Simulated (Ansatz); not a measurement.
Reaction (substitution at a C–C bond): `CCC(C)(C)C(C)C` + `C[SeH]` → `CC[Se]C` + `CC(C)C(C)C`

Gas-phase electronic energies from Ansatz, PBE0-D4/def2-TZVP geometries. CBS: MP2 limit from def2 TZ/QZ plus the TZ coupled-cluster correction, frozen cores. Functionals use def2-TZVPP. For Se outer-core shells are correlated without core-valence functions, which leaves a few kJ/mol of doubt a bond. Scalar relativity is left out up to krypton. One conformer a species, not always the lowest.

(1) Is it downhill or uphill in electronic energy at CCSD(T)/CBS, and by how much? (Estimate.)

(2) What do these levels give: r2SCAN0-D4, B2PLYP, r2SCAN, CCSD/def2-SVP, MP2/def2-QZVPP, SCS-MP2/def2-QZVPP? (Estimate.)

Largest T1 diagnostic among the species: 0.009.

Results:

(1) The calculation gave: Nearly level: ΔE = -0.4 kcal/mol.

(2) Computed: r2SCAN0-D4 -0.8, B2PLYP -3.1, r2SCAN -2.0, CCSD/def2-SVP 3.0, MP2/def2-QZVPP -0.3, SCS-MP2/def2-QZVPP -1.4 kcal/mol.

The D4 term adds +3.1 kcal/mol with B3LYP and +1.9 kcal/mol with PBE0; it sums over pairs of atoms, weighted by their polarisabilities, and B3LYP, whose exchange is more repulsive, gets the larger term. From BLYP to BHLYP (50 % exact exchange), in def2-TZVPP and without D4, ΔE moves by +2.8 kcal/mol. At CCSD(T), def2-SVP lies +4.0 kcal/mol from the extrapolated value and def2-TZVPP +0.5 kcal/mol.

B3LYP here is the variant with VWN-RPA as its local correlation; programs differ in this.
